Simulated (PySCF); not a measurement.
A GIAO shielding run with PySCF 2.14 (density fitting, non-relativistic, gas phase) on SMILES FBC1=C(F)C1, C3H3BF2:

```
$ OMP_NUM_THREADS=1 python probes_run.py task.json out

{"job": {"kind": "nmr", "xc": "BLYP", "basis": "pcSseg-2", "pop": false}, "charge": 0, "multiplicity": 1}
F      2.415055     0.807970    -0.240112
B      1.696791    -0.283619    -0.030626
C      0.174988    -0.181100     0.014618
C     -1.024921    -0.670248     0.141496
F     -1.761235    -1.722183     0.330357
C     -1.073416     0.763758    -0.078096
H      2.282908    -1.329830     0.119133
H     -1.286671     1.445722     0.759195
H     -1.367012     1.164114    -1.060602
```

Hardware: 1 thread of an Arm Neoverse V2, shared host. The job also computes ring-centre shieldings.

(1) How large is the calculation?

(2) How long does it take, and how much memory does it need?

(3) And these other runs on the same molecule and hardware: GIAO shielding at B3LYP/pcSseg-2; GIAO shielding at B97-D/pcSseg-2; GIAO shielding at BP86/pcSseg-2; GIAO shielding at HF/pcSseg-2; GIAO shielding at KT2/pcSseg-2; GIAO shielding at KT3/pcSseg-2?

Results:

(1) 44 electrons, 258 basis functions and 684 auxiliary functions.

(2) 33 s of wall time, with 15 SCF cycles; peak memory 0.74 GiB. Times on a shared host scatter by some tens of per cent.

(3) B3LYP/pcSseg-2: 258 functions, 24 s; B97-D/pcSseg-2: 258 functions, 31 s; BP86/pcSseg-2: 258 functions, 35 s; HF/pcSseg-2: 258 functions, 25 s; KT2/pcSseg-2: 258 functions, 33 s; KT3/pcSseg-2: 258 functions, 38 s.
